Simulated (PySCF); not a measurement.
# How methods differ on the excitation energy of Hg+

Hg+ [Xe] 4f14 5d10 6s1 (2S) → Hg+ [Xe] 4f14 5d9 6s1 6p1 (high-spin determinant), as a difference of total energies. Calculation: PySCF 2.14, in def2-TZVPPD with the def2 core potential (60 electrons); scalar relativity through the core potential. Correlated levels: valence: 5s2 5p6 frozen. The calculations carry no spin-orbit coupling.

| method | excitation energy (eV) |
| --- | --- |
| UHF | 10.204 |
| MP2 (valence) | 11.846 |
| SCS-MP2 (valence) | 11.827 |
| CCSD (valence) | 11.467 |
| CCSD(T) (valence) | 11.530 |

Problem. How much does correlation contribute at CCSD(T) (valence)?

Solution. 11.530 − (10.204) = 1.326 eV, measured against UHF.

The determinant of the upper state mixes LS terms, which raises its energy above the lowest term, most at the Hartree-Fock and MP2 levels.
